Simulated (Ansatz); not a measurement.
VSeF₃. Total charge 0; singlet. Geometry r2SCAN-D4/def2-SVP, basis def2-TZVP, Ansatz.

```tsv
run	HOMO (eV)	LUMO (eV)
A	-7.19	-4.85
B	-10.50	-2.03
C	-10.91	-2.08
D	-8.43	-4.18
E	-8.64	-4.25
F	-7.42	-5.12
```

LC-ωPBE has ω = 0.4 bohr⁻¹.

Problem. The runs used LC-ωPBE, LDA (SPW92), PBE, PBE0, r2SCAN0, ωB97M-V. Estimate which is which.

Solution. A PBE (0 % exact exchange); B ωB97M-V (range-separated); C LC-ωPBE (range-separated); D PBE0 (25 % exact exchange); E r2SCAN0 (25 % exact exchange); F LDA (SPW92) (0 % exact exchange). Exact exchange lowers occupied and raises empty levels; among semilocal functionals meta-GGAs tend to open the gap a little, and such runs are hard to tell apart. The gap grows from 2.31 eV (LDA (SPW92)) to 8.82 eV (LC-ωPBE). The restricted singlet is unstable towards broken spin symmetry in Hartree–Fock (as tested in another run); at PBE-D4/def2-TZVP, ωB97M-V/def2-TZVP, LC-ωPBE/def2-TZVP, PBE0-D4/def2-TZVP and others this wasn't settled.
